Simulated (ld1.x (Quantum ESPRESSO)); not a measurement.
The numbers below are computed, except where a source is named.
## Hardness and transferability of assorted potentials

Generated with ld1.x 7.5 (TM, RRKJ, ultrasoft, PAW), atompaw 4.2 or ONCVPSP 4.0.1. The cutoff is in Ry: for ld1.x and atompaw files where the sum of valence levels is converged to 10 mRy in a Bessel basis, for ONCV files where the hardest occupied wave has 1 mHa per electron of residual kinetic energy. The error is the largest all-electron minus pseudo excitation energy over each file’s own four to seven test configurations (ionisations up to +4, promotions, holes and added fractions of an electron), all of which were solved. The labels leave out finer settings (local radius, basis sizes, second energies), which also bear on the numbers. Spin-polarised tests are not counted. The rows are a selection from randomly drawn settings: files with unsolved tests, undetermined cutoffs or missed reference levels are left out.

A true bound ghost makes a file unfit for plane-wave use even where its test errors are small: the radial tests pick states by their node count and pass the ghost by.

```csv
element,potential,cutoff (Ry),largest error (meV),bound ghosts
Mg,"TM, PBE, non-relativistic, rc 2.45/3.30 (sp), local s, core correction no, reference 3s1.75 3p0.25",6,+112,none
P,"ultrasoft, PBE, scalar-relativistic, rc 1.60/1.80 (sp), local smoothed, core correction yes, reference 3s2 3p3",15,+13,none
Kr,"PAW, PBEsol, scalar-relativistic, rc 1.30/1.55 (sp), local smoothed, core correction yes, reference 4s2 4p6",25,-178,none
In,"TM, PBEsol, scalar-relativistic, rc 2.35/2.15/2.30 (spd), local p, core correction no, reference 5s2 5p1",15,+134,d
Ta,"ultrasoft, PBE, scalar-relativistic, rc 3.10/2.70/2.85 (spd), local smoothed, core correction no, reference 5p6 5d3 6s1.5 6p0.5",12,+11,none
```

(1) Fill in the row for Al: PAW, PBE, non-relativistic, rc 2.00/2.60/1.95 (spd), local smoothed, core correction yes, reference 3s1 3p0.

## Answers

(1) cutoff 6 Ry, largest error -16 meV, bound ghosts: none.
